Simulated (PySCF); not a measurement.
Vibration and rotation of TlSn⁺

UHF-CCSD(T) constants of TlSn⁺, ³Π (triplet), unpaired electrons σ ↑, π ↑ (Tl def2-SVP with ECP60, Sn def2-SVP with ECP28; scalar-relativistic core potentials (PySCF 2.14); masses 204.9744 and 119.9022 u):

- ωe: 66.3 cm⁻¹
- ωexe: 0.226 cm⁻¹
- Be: 0.019032 cm⁻¹
- αe: 8.48e-05 cm⁻¹
- D (centrifugal): 6.28e-09 cm⁻¹

Problem. Give the vibrational terms G(v) and spacings up to v = 6.

Solution. G(v) = ωe(v+½) − ωexe(v+½)².

| v | G(v) (cm⁻¹) | G(v) − G(v−1) | Bv (cm⁻¹) |
| --- | --- | --- | --- |
| 0 | 33.1 |  | 0.01899 |
| 1 | 98.9 | 65.8 | 0.01890 |
| 2 | 164.3 | 65.4 | 0.01882 |
| 3 | 229.3 | 64.9 | 0.01874 |
| 4 | 293.8 | 64.5 | 0.01865 |
| 5 | 357.8 | 64.0 | 0.01857 |
| 6 | 421.4 | 63.6 | 0.01848 |

Correlated steps freeze 8 core orbitals. Spin–orbit coupling is left out, which matters for elements this heavy, above all for dissociation energies. The state was picked by a PBE0 search and need not be the measured ground state.
